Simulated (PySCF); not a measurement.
Ligand exchange on a metal centre used in film growth or etching (Hf Cl-F). All species are isolated molecules in the gas phase.

Computed with PBE-D3(BJ)/def2-TZVP // r2SCAN-D4/def2-SVP (PySCF). 

| species | mean distance from the central atom to its bonded neighbours (Å) | LUMO (eV) |
|---|---|---|
| 0 of 4 Cl replaced by F ([Hf(Cl)4]) | 2.333 | -3.02 |
| 1 of 4 Cl replaced by F ([Hf(Cl)3(F)]) | 2.227 | ? |
| 3 of 4 Cl replaced by F ([Hf(Cl)(F)3]) | ? | -2.11 |
| 4 of 4 Cl replaced by F | 1.908 | -1.65 |

Problem. Complete the blanks.

Solution. 
- 1 of 4 Cl replaced by F ([Hf(Cl)3(F)]), LUMO (eV): -2.81
- 3 of 4 Cl replaced by F ([Hf(Cl)(F)3]), mean distance from the central atom to its bonded neighbours (Å): 2.014
